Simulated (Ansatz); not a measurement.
Reaction (substitution at a C–Sb bond): `[CH3][Sb]([NH2])[SH]` + `[OH][GeH2][SeH]` → `C[Se][GeH2][OH]` + `[NH2][SbH][SH]`

Program: Ansatz. Geometries: PBE0-D4/def2-TZVP. ΔE: electronic, gas phase. CBS: MP2 limit from def2 TZ/QZ plus the TZ coupled-cluster correction, frozen cores. Functionals use def2-TZVPP. def2 core potentials past Kr. For Ge, Sb, Se outer-core shells are correlated without core-valence functions, which leaves a few kJ/mol of doubt a bond. Scalar relativity is left out up to krypton. One conformer a species, not always the lowest.

`[CH3][Sb]([NH2])[SH]`:

Z-matrix (Å, degrees):
```
C
Sb 1 2.150
H 1 1.090 2 109.8
H 1 1.091 2 109.6 3 -120.1
H 1 1.091 2 109.0 3 119.9
N 2 2.020 1 97.5 3 168.1
S 2 2.430 1 89.8 3 69.6
H 6 1.010 2 117.2 1 -15.3
H 6 1.010 2 114.7 1 116.5
H 7 1.342 2 94.6 1 -170.7
```

`[OH][GeH2][SeH]`:

Z-matrix (Å, degrees):
```
Ge
Se 1 2.352
O 1 1.777 2 110.9
H 1 1.538 2 104.8 3 120.1
H 1 1.530 2 112.4 3 -115.9
H 2 1.469 1 92.5 3 65.8
H 3 0.960 1 112.1 2 47.3
```

`C[Se][GeH2][OH]`:

Cartesian coordinates in Å:
```
C 0.100 0.572 1.701
Se -0.611 1.464 0.109
Ge 0.221 -0.080 -1.438
O -0.489 -1.689 -1.145
H 1.187 0.620 1.704
H -0.239 -0.461 1.732
H -0.293 1.113 2.559
H -0.150 0.447 -2.836
H 1.723 -0.328 -1.254
H -1.449 -1.657 -1.132
```

`[NH2][SbH][SH]`:

Z-matrix (Å, degrees):
```
N
Sb 1 2.021
H 1 1.010 2 116.8
H 1 1.011 2 113.7 3 129.8
S 2 2.423 1 98.3 3 72.6
H 2 1.718 1 97.8 3 -16.4
H 5 1.343 2 94.1 1 92.5
```

```json
{"level": "PBE-D4", "ΔE (eV)": "0.35"}
{"level": "r2SCAN-D4", "ΔE (eV)": "0.38"}
{"level": "ωB97X-V", "ΔE (eV)": "0.36"}
{"level": "HF/def2-TZVPP", "ΔE (eV)": "0.34"}
{"level": "MP2/def2-TZVPP", "ΔE (eV)": "0.41"}
{"level": "SCS-MP2/def2-TZVPP", "ΔE (eV)": "0.38"}
{"level": "CCSD/def2-TZVPP", "ΔE (eV)": "0.37"}
{"level": "MP2/CBS(def2)", "ΔE (eV)": "0.46"}
```

(1) What does CCSD(T)/CBS give? (Best estimate.)

Largest T1 diagnostic among the species: 0.013.

Results:

(1) The calculation gave: +0.43 eV. The listed levels differ from it by -0.08, -0.05, -0.07, -0.09, -0.02, -0.05, -0.06, 0.03 eV.

In def2-TZVPP, CCSD(T) changes the Hartree–Fock value by +0.04 eV (the triples alone add +0.00 eV) and MP2 by +0.07 eV.
